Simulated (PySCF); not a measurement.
Correlation energy of Ga (gallium, neutral)

[Ar] 3d10 4s1 4p2, high-spin 4P determinant (an excited configuration). Computed with PySCF 2.14 in x2c-TZVPPall (6s5p4d1f, 48 functions), with scalar relativity by spin-free X2C-1e. Frozen: [Ne]; 21 electrons correlated.

```csv
level,correlation energy (mhartree)
CCSD,-276.13
(T),-7.27
CCSD(T),-283.40
```

Diagnostics: T1 = 0.0094, D1 = 0.0205, largest double amplitude 0.058.

Task: Is a single reference adequate?

Result: Yes, within this model without spin-orbit coupling: T1 lies below 0.03 and no double amplitude reaches 0.07.

This basis was not built for core-valence correlation, so the inner-shell part is incomplete.
